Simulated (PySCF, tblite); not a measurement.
Task: What does the GFN2-xTB structure of `C=C(C)[P@H+]1C=C[C@@H](C)C=C1` look like in three dimensions? (Charge +1.)

Result: 
```xyz
24
C9H14P angstrom
C     -3.5382   -0.4717   -0.0513
C     -2.3064    0.0183   -0.1223
C     -1.9319    1.4463   -0.3507
P     -0.8912   -1.0906    0.0762
C      0.2437   -1.0218   -1.2910
C      1.5233   -0.6899   -1.1153
C      2.2035   -0.3307    0.1617
C      2.8060    1.0847    0.0383
C      1.3845   -0.4080    1.4049
C      0.0891   -0.7061    1.5096
H     -3.7348   -1.5194    0.1133
H     -4.4003    0.1662   -0.1576
H     -1.4214    1.5551   -1.3087
H     -2.8147    2.0796   -0.3561
H     -1.2536    1.7930    0.4304
H     -1.4126   -2.3678    0.1952
H     -0.1555   -1.2516   -2.2705
H      2.1702   -0.6511   -1.9836
H      3.0503   -1.0206    0.2853
H      2.0165    1.8216   -0.0893
H      3.3728    1.3323    0.9311
H      3.4736    1.1386   -0.8167
H      1.9333   -0.1722    2.3087
H     -0.4178   -0.7143    2.4660
```

Any rigid rotation of these coordinates is as good. Atoms count from 1 in this order. C2 (fully substituted alkene carbon) is planar (angles 126.4°, 119.6° and 114.0°, sum 360.0°, 0.00 Å off the plane of its three neighbours). The 6-membered ring P4–C5–C6–C7–C9–C10 has internal angles of 105.0° to 127.6° (sum 720°, against 720° for a flat polygon); it is almost planar, 0.02 Å rms from its mean plane, widest ring torsion 3°. P4 (phosphonium phosphorus) is distorted tetrahedral (angles from 105.0° to 113.0°). C6 (alkene CH carbon) is planar (angles 127.6°, 118.4° and 113.9°, sum 360.0°, 0.01 Å off the plane of its three neighbours).

Bonds between heavy atoms (Å): C1=C2 1.328, C2–C3 1.494, C2–P4 1.809, P4–C5 1.778, C5=C6 1.334, C6–C7 1.491, C7–C8 1.543, C7–C9 1.491, C9=C10 1.333, P4–C10 1.779.

Structure optimised with GFN2-xTB, isolated species.

Its GFN2-xTB frequencies are all real (lowest 26 cm⁻¹). Torsions: C1–C2–P4–C5 125°. 2 starts were optimised and ended at 0.00 and 0.95 kcal/mol (GFN2-xTB); the lowest of these is shown.

One conformer stands for the species.

The numbers are calculated, not measured.
